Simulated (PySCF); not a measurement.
## Static response to an electric field

Compound: C4H4N2O2S.
Geometry (GFN2-xTB, Å), atoms numbered from 1 in this order:
```xyz
13
C4H4N2O2S angstrom
C     -2.4810   -0.4224    0.5932
O     -1.0633   -0.4108    0.6906
C     -0.4040    0.1586   -0.3255
O     -0.9278    0.6567   -1.2880
C      1.0453    0.1008   -0.1115
C      2.0495    0.5977   -0.9233
N      3.2705    0.3715   -0.4340
N      3.2925   -0.2463    0.6636
S      1.7993   -0.6332    1.2450
H     -2.7998   -1.1552   -0.1506
H     -2.8508   -0.6946    1.5781
H     -2.8477    0.5624    0.2982
H      1.9129    1.1153   -1.8535
```

Level: CAM-B3LYP/def2-SVPD (PySCF), static field, nuclei fixed, core orbitals frozen in the response. The polarisability tensor in these axes (au):

```
x   107.75   3.02  -1.18
y     3.02  62.10 -15.45
z    -1.18 -15.45  81.04
```

Give the principal values, the mean and the anisotropy Δα = √{½[(α1 − α2)² + (α2 − α3)² + (α1 − α3)²]}.

Principal values 53.37, 89.36 and 108.16 au; mean 83.63 au = 12.39 Å³ = 13.79 × 10⁻⁴⁰ C²·m²/J; Δα = 48.22 au (58 % of the mean).

What is the dipole moment, and where does it point?

(-3.53, -0.85, 1.33) D, 3.87 D in size, pointing from the negative to the positive side. Measured along this direction, the outermost atoms are N7 at the negative end and H11 at the positive end.

Refractivity n − 1 of an ideal gas of it at 400 K and 1 atm, from the electronic α?

N = p/kT = 1.8347 × 10¹⁹ cm⁻³, so n − 1 = 2π × N × 12.39 × 10⁻²⁴ cm³ = 1429 × 10⁻⁶ at long wavelengths, for an ideal gas.

Along which axes do the principal values lie, and how far do the nuclei extend along each?

Largest value along (0.99, 0.10, -0.10), where the nuclei span 6.37 Å; middle along (0.13, -0.48, 0.87), 3.51 Å; least along (-0.04, 0.87, 0.49), 1.72 Å. The response follows the extents in order.

In TDDFT the mean static polarisability is Σ f/ω² over all singlet excitations (ω in hartree). How much of it do the 8 lowest give? Their energies (eV) and oscillator strengths: 3.67, 0.0011; 5.00, 0.0003; 5.29, 0.0914; 5.64, 0.1633; 5.95, 0.0043; 6.42, 0.0012; 6.45, 0.0119; 6.70, 0.0645.

They add up to 7.68 au, 9.2 % of the 83.63 au; the largest single term is 3.80 au, from the state at 5.64 eV. Terms in order: 0.06, 0.01, 2.42, 3.80, 0.09, 0.02, 0.21, 1.06 au. Higher excitations give the rest. The strengths listed sum to 0.338.

Estimate the molar refractivity from the static electronic polarisability.

Lorentz–Lorenz: R = (4π/3)N_A α = 2.5225 cm³/(mol·Å³) × 12.39 Å³ = 31.3 cm³/mol, in the limit of long wavelengths.

Rayleigh depolarisation ratio (linearly polarised light, static tensor)?

ρ = 3Δα²/(45ᾱ² + 4Δα²) = 6976.7/(314731 + 9302.3) = 0.0215.

Isolated species at its GFN2-xTB geometry (one conformer only).

The run behind these numbers computed excited states as well. Cost: about 2.3 min of CPU time on one thread (grids of density and orbitals included); the machine was shared, so the figure is rough.
